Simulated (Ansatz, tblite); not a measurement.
Forces on the cluster AsP₃ at its r2SCAN-D4/def2-SVP geometry. Charge 0, multiplicity 1.

The xTB rows come from tblite. The structure comes from a short search, and lower isomers may exist.

GFN1-xTB (tblite), largest force 0.64 eV/Å:

```xyz
4
positions Å, forces eV/Å
P     0.496   -1.082    0.674   -0.220    0.484   -0.298
P     1.048    0.817   -0.326   -0.466   -0.363    0.148
P    -0.828    0.686    0.846    0.371   -0.305   -0.375
As   -0.717   -0.420   -1.195    0.315    0.184    0.525
```

GFN2-xTB (tblite), largest force 1.10 eV/Å:

```
P -0.342 0.943 -0.443
P -0.802 -0.638 0.390
P 0.761 -0.529 -0.586
As 0.383 0.224 0.638
```

PBE0-D4/def2-TZVP (Ansatz), largest force 0.68 eV/Å:

```
P -0.213 0.582 -0.276
P -0.497 -0.395 0.239
P 0.469 -0.328 -0.364
As 0.241 0.141 0.401
```
